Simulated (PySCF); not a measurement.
# What a mistake does to a calculation on AlC3H8

Calculated results; nothing here was measured. They come from PySCF 2.14.0, an open-source quantum chemistry program, on an isolated molecule that a program drew, which may never have been made. The molecule is AlC3H8 (charge 0, doublet), drawn as the SMILES string `[CH2][AlH][CH2]C`.

Each row is a Hartree-Fock (HF) and frozen-core CCSD(T) single point in the cc-pV(D+d)Z basis, meant for a local HF minimum. Run 1 is clean. Each other run has one planted mistake out of seven kinds, and not every kind appears here: one electron removed, one electron added, multiplicity raised by two, geometry at a saddle point, minimal basis STO-3G, one bond length entered in bohr, all coordinates scaled. The reference is restricted for singlets and unrestricted otherwise, and also for a bond in bohr. Adding or removing an electron swaps singlet and doublet. Electrons count all cores. HOMO and LUMO are orbital energies over both spins, the gradient is its largest component, and the lowest frequency (negative if imaginary) is given only where the gradient is small. Bond lengths are over the 11 bonds as drawn. T1 is the CCSD diagnostic: over 0.02 (restricted) or 0.045 (unrestricted) a single reference is doubtful.

Geometry of the clean run:
```xyz
12
AlC3H8, angstrom
C    -0.0929   -1.8944   -0.8808
Al   -0.4997   -1.3537    0.9336
C    -0.6092    0.5419    1.4722
C    -0.3618    1.6125    0.3980
H     0.0979   -1.2060   -1.7048
H    -0.0260   -2.9336   -1.2039
H    -0.7526   -2.4834    2.0189
H     0.0923    0.6853    2.3070
H    -1.5988    0.6950    1.9271
H     0.6367    1.5212   -0.0394
H    -1.0785    1.5313   -0.4244
H    -0.4463    2.6259    0.8012
```

```
run  electrons  basis functions  <S^2>  HOMO (eV)  LUMO (eV)  gradient (hartree/bohr)  lowest frequency (cm^-1)  mean bond (Å)  longest bond (Å)      T1  HF (hartree)  CCSD(T) (hartree)                     mistake
  1         39              105  0.758     -10.27       1.06                  2.7e-05                        58         1.3360             1.974  0.0096    -360.14424         -360.69250                    no fault
  2         38              105  0.000     -14.93      -7.22                  7.7e-02                         -         1.3360             1.974  0.0088    -359.82789         -360.35543        one electron removed
  3         40              105  0.000      -0.96       7.99                  5.9e-02                         -         1.3360             1.974  0.0148    -360.12123         -360.72169          one electron added
  4         39              105  0.760     -10.22       1.02                  2.4e-02                         -         1.3841             2.045  0.0103    -360.13208         -360.68700      all coordinates scaled
  5         39              105  3.777      -3.98      -1.65                  1.3e-01                         -         1.3360             1.974  0.0262    -359.94597         -360.48497  multiplicity raised by two
  6         39              105  1.466      -9.97       1.03                  2.0e-02                         -         1.4249             2.078  0.0521    -360.02691         -360.57103                           ?
```

**Which mistake was planted in run 6, and what did it cost?**

The mean bond changes by a factor of 1.067 and the longest by 1.053, so the molecule wasn't scaled as a whole. A length L in bohr read as angstrom grows by (1/0.5292 - 1) L = 0.890 L. The 11 bonds together grew by 11 x 0.0889 = 0.978 Å, which gives L = 1.099 Å. That is the length of one of the C-H bonds, 1.100 Å in the clean geometry. So the mistake is: one bond length entered in bohr. Subtracting run 1 and multiplying by 627.51 kcal/mol a hartree, the energy moved by 73.6 kcal/mol in HF and 76.2 kcal/mol in CCSD(T).

Cautions from the logs. Run 6: T1 is over the limit, so its CCSD(T) energy is less reliable.
